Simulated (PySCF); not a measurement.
Be(Br)(iPr) (C3H7BeBr), SMILES [Be]([Br])[CH](C)C. Atoms are numbered in the order given.

```xyz
12

Be    -0.2089    -0.2000     0.0000
Br     1.7454     0.0270     0.0000
C     -1.8822    -0.4002     0.0000
C     -2.5454     0.1578     1.2657
C     -2.5454     0.1578    -1.2657
H     -2.0400    -1.4993     0.0000
H     -3.6327    -0.0395     1.2704
H     -2.4219     1.2513     1.3421
H     -2.1320    -0.2814     2.1879
H     -2.1320    -0.2814    -2.1879
H     -3.6327    -0.0395    -1.2704
H     -2.4219     1.2513    -1.3421
```

Coordinates come from a PBE0-D3(BJ)/def2-SVP optimisation. The values are those of a single conformer.

The numbers are results of PBE0/def2-TZVP in PySCF, not measurements.

Symmetry labels are those of the subgroup Cs that the program uses (full group Cs).

Computed valence orbital energies around the gap with their symmetry:
```csv
orbital,symmetry,energy (eV)
HOMO−7,A",-11.28
HOMO−6,A",-10.70
HOMO−5,A',-10.50
HOMO−4,A",-9.58
HOMO−3,A',-9.46
HOMO−2,A",-8.75
HOMO−1,A',-8.74
HOMO,A',-7.65
LUMO,A',-0.21
LUMO+1,A",-0.13
LUMO+2,A',-0.07
LUMO+3,A',1.87
```
